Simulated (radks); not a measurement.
The mean radii <r> (bohr) of the occupied orbitals of an atom or ion are listed with their occupations. All-electron calculation, scalar-relativistic Kohn-Sham, XLYP, spin-polarised, spherical densities, finite nucleus; Fermi nuclear charge, rms radius of each element as measured or else 0.836 A^(1/3) + 0.57 fm. Program: a radial shooting solver on a logarithmic mesh with Libxc functionals.

| orbital | occ. | <r> |
|---|---|---|
| 1s | 2 | 0.03916 |
| 2s | 2 | 0.1725 |
| 2p | 6 | 0.1504 |
| 3s | 2 | 0.4922 |
| 3p | 6 | 0.4986 |
| 3d | 10 | 0.4984 |
| 4s | 2 | 1.356 |
| 4p | 6 | 1.570 |
| 5s | 2 | 4.316 |

Name the element and its charge. Open shells, if any, are filled with parallel spins first.

Answer. Z = 38, strontium, charge 0: Sr in [Kr] 5s2. The 1s radius gives Z: for a bare nucleus <r> = (2 gamma + 1)/(2Z) with gamma = sqrt(1 - (Z/c)^2), 0.03844 bohr for Z = 38, and screening makes it slightly larger (0.03916 here). The occupations add up to 38, and the charge is Z minus that.
